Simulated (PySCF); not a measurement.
Computed shifts of a molecule CH₇NOSi, PBE/pcSseg-1 in PySCF, GIAO, gas phase, atoms alike by connectivity averaged where their shifts nearly agree, in ppm (number of nuclei): ²⁹Si: -8.2 (1). ¹³C: 3.9 (1). ¹⁵N: 40.8 (1). ¹H: 5.64 (1), 1.36 (1), 1.14 (1), 0.98 (1), 0.58 (3). References: ²⁹Si against TMS (σ = 335.4 ppm); ¹³C against TMS (σ = 182.0 ppm); ¹⁵N against NH3 (σ = 267.0 ppm); ¹⁷O against H2O (σ = 334.3 ppm); ¹H against TMS (σ = 31.49 ppm), references at their B3LYP-D3(BJ)/def2-TZVP geometries, non-relativistic. The structure is a stationary point at PBE-D3(BJ)/def2-SVP. The values are those of a single conformer.

Question: Pick the molecule that these values belong to.
A. CN[SiH2]O
B. CO[SiH2]N
C. C[SiH](N)O
D. NC[SiH2]O

Answer: C, C[SiH](N)O
